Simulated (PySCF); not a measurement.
## How methods differ on the excitation energy of Sb⁺

Sb⁺ [Kr] 4d10 5s2 5p2 (3P) → Sb⁺ [Kr] 4d10 5s1 5p3 (5S), as a difference of total energies. All numbers are calculated (PySCF 2.14, scalar relativity by spin-free X2C-1e, in ANO-RCC-VTZP). Correlated levels: valence and next inner shell: [Ar] 3d10 frozen. The calculations carry no spin-orbit coupling.

```tsv
method	excitation energy (eV)	error (eV)
UHF	4.173	-1.724
MP2 (valence and next inner shell)	5.863	-0.034
SCS-MP2 (valence and next inner shell)	6.043	+0.146
CCSD (valence and next inner shell)	5.661	-0.236
CCSD(T) (valence and next inner shell)	5.763	-0.134
```

Reference: 5.897 eV (measured; NIST levels, between the centres of gravity of the two terms).

Errors of the correlated levels include the incompleteness of this basis and the frozen core.
